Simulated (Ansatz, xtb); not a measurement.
## C7H5PS: which of two isomers lies lower

Structure I is `C#CC1=C(S)C=PC=C1`, a singlet and structure II is `C#CC1=PC=CC=C1S`, a singlet. Both are isolated molecules in the gas phase, relaxed with B3LYP-D3(BJ)/def2-SVP; the shapes shown needn't be the lowest conformers.

I (Å):

```yaml
atoms:
  - { symbol: C, position_ang: [-1.8869, 0.5397, -1.5888] }
  - { symbol: C, position_ang: [-0.7625, 0.3809, -1.1556] }
  - { symbol: C, position_ang: [0.5583, 0.2095, -0.6384] }
  - { symbol: C, position_ang: [1.0807, 1.2305, 0.1856] }
  - { symbol: C, position_ang: [2.3420, 1.2153, 0.7640] }
  - { symbol: C, position_ang: [2.6134, -1.1434, -0.4511] }
  - { symbol: C, position_ang: [1.3176, -0.9544, -0.9469] }
  - { symbol: P, position_ang: [3.5080, -0.0674, 0.5775] }
  - { symbol: S, position_ang: [0.6870, -2.2515, -1.9786] }
  - { symbol: H, position_ang: [-2.8807, 0.6861, -1.9680] }
  - { symbol: H, position_ang: [0.4262, 2.0875, 0.3684] }
  - { symbol: H, position_ang: [2.6302, 2.0699, 1.3842] }
  - { symbol: H, position_ang: [3.1263, -2.0680, -0.7381] }
  - { symbol: H, position_ang: [-0.5190, -1.6883, -2.2193] }
```

II (Å):

```tsv
atom	x (Å)	y (Å)	z (Å)
C	-1.9911	-1.5756	0.1063
C	-0.9426	-0.9734	-0.0267
C	0.2872	-0.2641	-0.1567
C	2.4021	1.1326	0.7861
C	2.8162	1.1756	-0.5475
C	2.1051	0.5952	-1.5941
C	0.8923	-0.0983	-1.4274
P	0.9588	0.3637	1.3567
S	0.1803	-0.7460	-2.9176
H	-2.9165	-2.1041	0.2364
H	3.0291	1.6186	1.5407
H	3.7498	1.6914	-0.7936
H	2.5092	0.6810	-2.6059
H	-0.9052	-1.3030	-2.3337
```

Quicker runs give these differences E(II) − E(I): GFN2-xTB +0.64 kJ/mol; HF/STO-3G −2.77 kJ/mol (at GFN2-xTB geometries); r2SCAN-D4/def2-SVP −2.68 kJ/mol (at GFN2-xTB geometries).

Problem. Which of the two would you expect CCSD(T)/def2-SVP + ΔMP2/def2-TZVPP electronic energies to favour?

Solution. CCSD(T)/def2-SVP + ΔMP2/def2-TZVPP gives E(II) − E(I) = −0.29 kJ/mol, slightly favouring structure II, which is too small a margin to settle the true order.

The same difference at several levels:

| level | geometry | E(II) − E(I) (kJ/mol) | departure from the last row (kJ/mol) | job, with rough time for the two |
| --- | --- | --- | --- | --- |
| GFN2-xTB | GFN2-xTB | +0.64 | +0.93 | optimisation, 0.31 s |
| HF/STO-3G | GFN2-xTB | −2.77 | −2.47 | single point, 1.1 s |
| r2SCAN-D4/def2-SVP | GFN2-xTB | −2.68 | −2.39 | single point, 12 s |
| B3LYP-D3(BJ)/def2-SVP | B3LYP-D3(BJ)/def2-SVP | −1.99 | −1.70 | optimisation, 92 s |
| HF/def2-SVP | B3LYP-D3(BJ)/def2-SVP | +0.27 | +0.56 | part of the CCSD(T) run |
| MP2/def2-SVP | B3LYP-D3(BJ)/def2-SVP | −2.36 | −2.07 | part of the CCSD(T) run |
| CCSD(T)/def2-SVP | B3LYP-D3(BJ)/def2-SVP | −1.41 | −1.12 | single point |
| CCSD(T)/def2-SVP + ΔMP2/def2-TZVPP | B3LYP-D3(BJ)/def2-SVP | −0.29 |  | single point, 5.1 min |

As drawn, both hold the same kinds of bond in the same numbers.

The largest departure from CCSD(T)/def2-SVP + ΔMP2/def2-TZVPP is that of HF/STO-3G, 2.47 kJ/mol. The last row adds to CCSD(T) the change of the MP2 difference between the two basis sets, here +1.12 kJ/mol.

With thermal terms from frequencies at re-optimised GFN2-xTB minima (ideal gas, soft modes damped towards free rotors, one conformer each, 298.15 K, 1 atm): the zero-point term adds +0.15 kJ/mol; ΔH is −0.02 and ΔG −0.19 kJ/mol.

The correlated steps freeze 17 core orbitals. Run with Ansatz 0.2.0, xtb 6.7.1; the last row on 2 threads of Arm Neoverse V1 on a shared host.
